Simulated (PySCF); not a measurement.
PySCF input file for (1Z,3Z)-1,4-dichlorobuta-1,3-diene (C₄H₄Cl₂), SMILES Cl/C=C\C=C/Cl, PBE0/pcSseg-1. Geometry: PBE0-D3(BJ)/def2-SVP. Other conformers were not sampled.

```python
import numpy as np
from pyscf import gto, scf, dft
from pyscf.prop.nmr import rks as nmr

mol = gto.M(
    atom='''
    Cl    0.27782633    2.84570704    0.00000000
    C    -0.92541546    1.61197248    0.00000000
    C    -0.65817827    0.29671153    0.00000000
    C     0.65817827   -0.29671153    0.00000000
    C     0.92541546   -1.61197248    0.00000000
    Cl   -0.27782633   -2.84570704    0.00000000
    H    -1.94461116    2.00229921    0.00000000
    H    -1.51825844   -0.37904189    0.00000000
    H     1.51825844    0.37904190    0.00000000
    H     1.94461116   -2.00229921    0.00000000
    ''',
    basis='pcSseg-1',
    charge=0,
    spin=0,
    max_memory=1600,
    verbose=3,
)
mf = dft.RKS(mol, xc='pbe0')
mf.grids.level = 3
mf.conv_tol = 1e-10
mf.max_cycle = 100
mf.kernel()
n = nmr.NMR(mf)
n.verbose = 2
n.max_cycle_cphf = 60
sigma = n.kernel()
print('atom   isotropic/ppm   span/ppm')
for i, s in enumerate(sigma):
    w = np.linalg.eigvalsh((s + s.T) / 2)
    print(f'{mol.atom_symbol(i):2s}{i + 1:3d} {w.mean():14.3f} {w[2] - w[0]:11.3f}')
```

It prints:

```
converged SCF energy = -1074.64328237789
atom   isotropic/ppm   span/ppm
Cl  1        746.136     417.219
C   2         49.023     160.304
C   3         53.985     219.072
C   4         53.985     219.072
C   5         49.023     160.304
Cl  6        746.136     417.219
H   7         25.145       8.368
H   8         24.439       9.230
H   9         24.439       9.230
H  10         25.145       8.368
```

Self-consistency was reached.
